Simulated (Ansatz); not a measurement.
Energy needed to pull apart CH$_{4}$Ge, closed shell, into free ground-state atoms, from the structure below (displaced at random from a GFN2-xTB minimum); no zero-point or spin–orbit terms; open-shell atoms are treated unrestricted, in their ground-state multiplicity.

| atom | x (Å) | y (Å) | z (Å) |
| --- | --- | --- | --- |
| C1 | -0.1347 | -0.5954 | -0.3458 |
| Ge2 | 0.8481 | 0.3164 | 1.3533 |
| H3 | -1.1267 | -0.4186 | -0.1972 |
| H4 | 0.1135 | -1.2465 | -0.6673 |
| H5 | -0.0296 | 0.2638 | -1.4305 |
| H6 | 0.1354 | 1.7479 | 1.2039 |

Ansatz 0.2.0; basis: def2-TZVPP; cores frozen in the correlated methods. Filled d shells of the heavier atoms are correlated. The def2 sets are not built for correlating such inner shells, so the correlated values are less sure here.

```tsv
method	atomization energy (kJ/mol)
PBE-D4	1425
BLYP-D4	1422
r2SCAN-D4	1406
PBE0-D4	1396
wB97X-V	?
wB97M-V	1408
HF	909
MP2	?
CCSD	1351
CCSD(T)	1373
```

(1) What does MP2 give? (An estimate is asked for; the value comes from the calculation.)

(2) What does wB97X-V give? (An estimate is asked for; the value comes from the calculation.)

The T1 diagnostic stays at or below 0.013. The restricted Hartree–Fock reference is unstable towards an unrestricted one here.

Answers

(1) By the calculation: 1353 kJ/mol, which is about 20 kJ/mol less than CCSD(T)/def2-TZVPP.

(2) By the calculation: 1405 kJ/mol, which is about 32 kJ/mol more than CCSD(T)/def2-TZVPP.

In triple zeta the MP2 and coupled-cluster atomization energies are still short of their basis limit by a few kcal/mol a bond, whereas those of the functionals are nearly converged, so these differences are not deviations from converged CCSD(T).

For scale, one of the runs: CCSD(T)/def2-TZVPP forces, 135 basis functions (an equivalent command: `ansatz run in.yaml --threads 4`). The run took 42 s on 4 CPU threads (shared host), with 1.2 GiB of host memory at its peak.
